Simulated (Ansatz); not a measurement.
A made-up structure of AlGeH₃O, closed shell:

| atom | x (Å) | y (Å) | z (Å) |
| --- | --- | --- | --- |
| O1 | 0.9778 | -0.4266 | 0.5123 |
| Al2 | -0.2037 | -1.3471 | -0.2963 |
| Ge3 | -0.1930 | 0.9590 | 0.0146 |
| H4 | 1.4285 | -0.5730 | 1.3586 |
| H5 | 0.5580 | 1.9802 | -0.8665 |
| H6 | -0.6874 | 1.6979 | 1.2766 |

It is relaxed with PBE-D4/def2-SVP and then PBE0-D4/def2-TZVP (Ansatz 0.2.0). Atoms count as bonded within 1.22 times the sum of their covalent radii (H–H: 0.88 Å). The end point is not checked to be a true minimum.

Task: Does its bonding change? (A judgement: the text doesn't fix the answer.)

Result: By the calculation: No: no bond forms or breaks.

Where it ends: The first stage lowers the energy by 1.10 eV in 7 steps. It ends as AlGeH₃O ([OH]1[Al][GeH2]1):
O1  (0.804, -0.436, 0.595)
Al2  (-0.214, -1.646, -0.305)
Ge3  (-0.403, 1.048, -0.115)
H4  (1.564, -0.335, 1.171)
H5  (0.773, 1.947, -0.632)
H6  (-0.645, 1.712, 1.286)
(Å)

Labels in which every atom is bracketed show which atoms are joined, not bond orders.

For scale, one of the runs: PBE0-D4/def2-TZVP relaxation, 134 basis functions, launched by `ansatz run in.yaml --threads 2 --pin off --events-out ev --progress --plain --max-ram 4352MiB`. The run took about 19 s on 2 CPU threads of an Arm Neoverse V2 (shared host).
